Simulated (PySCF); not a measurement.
C7H9N.
Geometry (PBE0-D3(BJ)/def2-SVP, Å), atoms numbered from 1 in this order:
```xyz
17
C7H9N angstrom
C      2.3223   -0.0899    0.5883
C      1.4473   -0.2818   -0.6482
C     -0.0102   -0.0612   -0.3543
C     -0.5949    1.2047   -0.4546
C     -1.9396    1.3644   -0.1250
N     -2.7213    0.3705    0.2891
C     -2.1689   -0.8360    0.3867
C     -0.8352   -1.1020    0.0819
H      3.3843   -0.2548    0.3513
H      2.2179    0.9286    0.9925
H      2.0383   -0.7925    1.3866
H      1.7679    0.4137   -1.4403
H      1.5878   -1.2994   -1.0469
H     -0.0078    2.0628   -0.7929
H     -2.4082    2.3526   -0.2039
H     -2.8244   -1.6469    0.7258
H     -0.4431   -2.1181    0.1795
```

Level of theory: PBE0-D3(BJ)/def2-SVP geometry optimisation, gas phase in PySCF.

Masses are those of the commonest isotopes; rigid-rotor values at the optimised geometry. The values belong to one conformer with, in the numbering `[CH3:1][CH2:2][c:3]1[cH:4][cH:5][n:6][cH:7][cH:8]1`, C1–C2–C3–C4 89°.

Question: What are A, B and C (MHz)?

Answer: Ia = 106.24, Ib = 344.50, Ic = 410.38 u·Å²; 505379 MHz·u·Å²/I gives A = 4757, B = 1467, C = 1231 MHz.

Question: What kind of rotor is it?

Answer: An asymmetric top: κ = (2 × 1467 − 4757 − 1231)/(4757 − 1231) = -0.87.

Question: Is it planar, by Δ = Ic − Ia − Ib?

Answer: Not planar: Δ = Ic − Ia − Ib = -40.35 u·Å². For a rigid frame Δ = −2 Σ m c², so Σ m c² = 20.18 u·Å² lies off the ab plane: 6.88 from hydrogen and 13.30 from heavier atoms. The atom farthest from that plane is 1.33 Å away.

Question: List the rotational levels J(Ka,Kc) to J = 2 (cm⁻¹).

Answer: Above 0(0,0):
J = 1: 1(0,1) 0.0900, 1(1,1) 0.1998, 1(1,0) 0.2076
J = 2: 2(0,2) 0.2696, 2(1,2) 0.3719, 2(1,1) 0.3955, 2(2,1) 0.7247, 2(2,0) 0.7251
The levels of one J sum to (2J + 1)J(J + 1)(A + B + C)/3.

Question: Predict some low-J microwave lines.

Answer: The dipole components are |μa| = 2.67 D, |μb| = 0.00 D, |μc| = 0.40 D; the mirror of this Cs structure is the ac plane, so μb vanishes by symmetry and there are no b-type lines. Intensities carry the squares of the components, which stand as 1.00 : 0.02 (a : c). Some lines, for components of 0.1 D or more:

```
type  branch         J(Ka,Kc)    MHz  lower level (cm⁻¹)
   a       R  1(0,1) ← 0(0,0)   2698               0.000
   c       Q  2(1,2) ← 2(0,2)   3067               0.270
   c       Q  1(1,1) ← 1(0,1)   3290               0.090
   a       R  2(1,2) ← 1(1,1)   5161               0.200
   a       R  2(0,2) ← 1(0,1)   5385               0.090
   a       R  2(1,1) ← 1(1,0)   5632               0.208
   c       R  1(1,0) ← 0(0,0)   6224               0.000
   a       R  3(1,3) ← 2(1,2)   7735               0.372
   a       R  3(0,3) ← 2(0,2)   8047               0.270
   a       R  3(2,2) ← 2(2,1)   8095               0.725
   a       R  3(2,1) ← 2(2,0)   8144               0.725
   a       R  3(1,2) ← 2(1,1)   8441               0.395
   c       R  2(1,1) ← 1(0,1)   9158               0.090
   c       Q  2(2,1) ← 2(1,1)   9871               0.395
   c       R  2(2,0) ← 1(1,0)  15515               0.208
   c       R  2(2,1) ← 1(1,1)  15739               0.200
   c       Q  3(3,1) ← 3(2,1)  16986               0.997
   c       R  3(2,1) ← 2(1,1)  18027               0.395
   c       R  3(2,2) ← 2(1,2)  18672               0.372
   c       R  3(3,0) ← 2(2,0)  25131               0.725
   c       R  3(3,1) ← 2(2,1)  25143               0.725
```

Question: Estimate the classical rotational partition function at 25 K, 298.15 K and 500 K.

Answer: Point group Cs, symmetry number σ = 1; q = (√π/σ)·√((kT/h)³/(ABC)), k/h = 20836.6 MHz/K: 7190 at 25 K, 296000 at 298.15 K, 643000 at 500 K.

No frequency check. Zero-point vibration and centrifugal distortion are left out. A rigid rotor knows nothing of internal rotation, which can split or shift real lines. Quadrupole hyperfine structure (14N) is left out.

Time: 42 s. Hardware: Arm Neoverse V2, one thread (shared host). These figures are those of the optimisation.
